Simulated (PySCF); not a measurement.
Compound: cyclo-(Cl2SnS)4.
Geometry (PBE0-D3(BJ)/def2-SVP, Å), atoms numbered from 1 in this order:
```xyz
16
Cl8S4Sn4 angstrom
Sn     0.5650   -0.9052    2.2862
Cl    -0.0770   -3.1441    2.2661
Cl     1.3473   -0.3448    4.3980
S     -1.3841    0.4662    1.9798
Sn    -2.4377   -0.6957    0.1625
Cl    -3.9948   -2.2388    0.9138
Cl    -3.5488    0.9428   -1.0701
S     -0.9511   -1.9323   -1.2649
Sn    -0.0445   -0.0739   -2.4939
Cl     2.1256   -0.6712   -3.0988
Cl    -1.2482    0.2971   -4.4385
S     -0.0043    2.0214   -1.3118
Sn     1.9345    1.6290    0.0552
Cl     3.8492    2.4929   -0.9290
Cl     1.5675    2.8195    2.0211
S      2.2671   -0.6969    0.5908
```

Theory: PySCF, PBE0-D3(BJ)/def2-SVP geometry optimisation, gas phase, def2 core potentials past Kr.

Q: Which atoms are bound to Sn1, and at what distances?

A: 4 atoms: Cl3 2.321 Å, Cl2 2.329 Å, S4 2.403 Å, S16 2.411 Å. The nearest atom not counted as bound is Sn13, at 3.64 Å.

Q: List the angles at Sn1.

A: 
| angle | degrees | distance of the outer atoms (Å) |
| --- | --- | --- |
| S4–Sn1–S16 | 115.7 | 4.08 |
| Cl3–Sn1–S16 | 112.4 | 3.93 |
| Cl2–Sn1–Cl3 | 109.4 | 3.80 |
| Cl2–Sn1–S4 | 108.9 | 3.85 |
| Cl2–Sn1–S16 | 105.8 | 3.78 |
| Cl3–Sn1–S4 | 104.6 | 3.74 |

Q: What is the shape at Sn1?

A: Distorted tetrahedral: angles from 104.6° to 115.7°; τ4 = (360° − α − β)/141° = 0.94 with α and β the two widest (0 for a square, 1 for a tetrahedron).

Q: Give some angles away from the centre.

A: Sn1–S4–Sn5 100.2°, Sn5–S8–Sn9 98.0°, S8–Sn9–Cl10 106.6°, Cl10–Sn9–Cl11 107.9°, S12–Sn13–S16 113.3°.

Point group: near S4, missed by 0.20 Å at most; the miss may be what the optimiser left on a soft mode. Charge 0, singlet. Stationary, but not proved a minimum.

One conformer stands for the species.
